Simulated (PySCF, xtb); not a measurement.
2-methylpenta-1,4-diene (C6H10), SMILES C=CCC(=C)C.

GFN2-xTB (xtb) at its own geometry gives an orbital gap of 4.93 eV and a dipole moment of 0.66 D.

Coordinates come from a PBE0-D3(BJ)/def2-SVP optimisation. The values are those of a single conformer.

Problem. What does r2SCAN/def2-TZVP (PySCF) give? (An estimate is asked for; the answer gives what the named calculation found.)

Solution. gap 5.46 eV (levels -6.18 and -0.71 eV), dipole 0.56 D.
